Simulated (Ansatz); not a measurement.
`C[CH2][SbH][SiH3]` + CH₃OH → `C[O][SbH][SiH3]` + ethane at 700 K and 1 bar (ligand exchange at the Sb–C bond).

Isolated molecules relaxed with PBE0-D4/def2-TZVP in Ansatz; ΔE leaves out vibrations. CCSD(T)/CBS adds triple-zeta CCSD(T) − MP2 to the extrapolated MP2 energy (def2 sets, frozen cores). This one scheme is used for every species. Elements past krypton have def2 core potentials. For Sb outer-core shells are correlated without core-valence functions, which leaves a few kJ/mol of doubt a bond. One conformer a species, not always the lowest.

```
            species  CCSD(T)/CBS energy (Eh)  H − E (kJ/mol)  S (J/(mol·K))
`C[CH2][SbH][SiH3]`               -610.60798           344.3          518.3
              CH₃OH               -115.61712           170.8          288.5
  `C[O][SbH][SiH3]`               -646.51193           274.5          507.1
               `CC`                -79.71954           238.1          289.3
```

H − E and S are ideal-gas, rigid-rotor, harmonic terms from PBE0-D4/def2-TZVP, for one conformer and one mirror image of each species. 1 Eh = 2625.50 kJ/mol, R = 8.31446 J/(mol·K).

By hand: ΔE, ΔH, ΔS and ΔG.

ΔE = (-646.51193) + (-79.71954) − (-610.60798) − (-115.61712) = -0.00637 Eh = -16.7 kJ/mol. Δ(H − E) = 274.5 + 238.1 − 344.3 − 170.8 = -2.5, so ΔH = -19.2 kJ/mol. ΔS = 507.1 + 289.3 − 518.3 − 288.5 = -10.4 J/(mol·K). ΔG = -19.2 − 700 × (-10.4)/1000 = -11.9 kJ/mol.

By hand: the equilibrium constant, and the temperature at which ΔG would vanish if ΔH and ΔS stayed fixed.

log₁₀ K = −ΔG/(RT ln 10) = 0.9. ΔG = 0 at ΔH/ΔS = 1846 K, though so small a ΔS makes that figure unsure.

TΔS isn't small against ΔH here. A doubt of 5 kJ/mol in ΔE shifts log₁₀ K by 0.4 here. Other conformers and mirror images would add mixing entropy, several J/(mol·K) or more a flexible species. Modes under 60 cm⁻¹, often nearly free rotors, make the harmonic entropy too high. These are equilibria of isolated gas molecules and say nothing of rates. Largest T1 diagnostic: 0.014 (customary marks: 0.02 for closed shells, 0.045 for open ones).
